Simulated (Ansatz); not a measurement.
`C[S][Au-][P+](C)(C)C`, charge 0, multiplicity 1.

Problem. Give a relaxed structure at PBE0-D4/def2-TZVP (Ansatz 0.2.0). (Best estimate.)

Solution. Ansatz gave: 
```xyz
19

C    -2.900    3.140   -0.911
S    -2.737    1.610   -1.881
Au   -1.049    0.454   -0.847
P     0.608   -0.760    0.111
C     0.424   -1.048    1.895
C     0.797   -2.432   -0.574
C     2.275   -0.052   -0.031
H    -3.176    2.936    0.123
H    -1.984    3.731   -0.931
H    -3.697    3.725   -1.372
H    -0.517   -1.569    2.080
H     1.253   -1.643    2.287
H     0.389   -0.090    2.415
H     1.607   -2.972   -0.078
H    -0.137   -2.981   -0.447
H     1.008   -2.363   -1.642
H     2.290    0.933    0.439
H     2.525    0.072   -1.085
H     3.020   -0.693    0.447
```
This is one stationary point; other conformers may exist.
